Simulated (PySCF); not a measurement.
CaF2, SMILES [Ca]([F])[F] (connectivity only; charge and spin as stated), charge +1, multiplicity 2. Geometry optimised at PBE-D3(BJ)/def2-TZVP. The spin state was assumed, not searched. The isomer is the one that the SMILES or the coordinates give; other isomers of the formula were not compared.

Level of theory: PBE-D3(BJ)/def2-TZVP run with PySCF 2.14.0.

Harmonic wavenumbers (cm⁻¹): 296, 356, 541. Rotational constants (GHz): 12.66, 8.115, 4.945; symmetry number 2.

**Question.** Work out the zero-point energy and the ideal-gas rigid-rotor harmonic-oscillator thermochemistry at 298.15 K and 1 atm.

**Answer.** ZPE = ½ Σ hcν = ½ × 1193 cm⁻¹ = 1.71 kcal/mol. H − E(el) = 4.69 kcal/mol. Entropy in cal/(mol K): translation 38.98, rotation 22.59, vibration 3.14, spin 1.38, total 66.09. G − E(el) = -15.02 kcal/mol. Cp = 12.35 cal/(mol K).
